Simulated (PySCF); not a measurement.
# Sr³⁶⁺: ionisation energy

Sr³⁶⁺ 1s2 → Sr³⁷⁺ 1s1 [1s1/2^1, M_J = 1/2], as a difference of total energies. Computed with PySCF 2.14 in an even-tempered Gaussian basis (15 s from 63 bohr⁻², ratio 2.4; 10 p from 81 bohr⁻², ratio 2.4; 3 d from 260 bohr⁻², ratio 2.6; 3 f from 380 bohr⁻², ratio 2.6), with the two-component X2C-1e Hamiltonian. Correlated levels: nothing frozen; the 32 highest virtual spinors dropped. "Screened" scales the spin-orbit matrix elements by Boettger's factors to mimic the two-electron term; Breit and QED terms are absent.

```csv
method,ionisation energy (eV)
GHF (screened spin-orbit),19367.2
GMP2 (screened spin-orbit),19368.5
```

For this ion Breit and QED terms and the two-electron picture change, all absent here, outweigh the correlation shift from GHF to GMP2.

For comparison: 19345.6 eV (theoretical estimate listed by NIST; NIST Atomic Spectra Database, ionization energies).
